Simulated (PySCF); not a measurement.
C3H5BF2, SMILES FB1CC[C@@H]1F.

Geometry: PBE-D3(BJ)/def2-SVP. The structure was generated by enumeration; whether it is a known compound was not checked.

Two levels are set side by side: TDA-PBE/def2-SVPD (PySCF) and TDA-M06-2X/def2-SVPD (PySCF). Vertical, same geometry. The lowest singlet is HOMO→LUMO 98 % with PBE and HOMO→LUMO 89 % with the other functional; states are paired by order. Differences are taken from unrounded values.

```
quantity                              TDA-PBE
------------------------------------  -------
lowest singlet excitation (eV)           5.20
lowest triplet excitation (TDA) (eV)     4.63
```

### Question
These are the TDA-PBE values. What does TDA-M06-2X give? (Estimate from the structure and the level; the computed values follow.)

### Answer

```tsv
quantity	TDA-M06-2X	TDA-PBE minus TDA-M06-2X
lowest singlet excitation (eV)	5.87	-0.67
lowest triplet excitation (TDA) (eV)	5.41	-0.78
```

Functionals without exact exchange tend to place singlet excitations lower, as here. Differences between two approximate levels are no errors against the true value.

Rough cost on one machine, each run with all the roots and properties that it gave: TDA-M06-2X against TDA-PBE about 9 times.
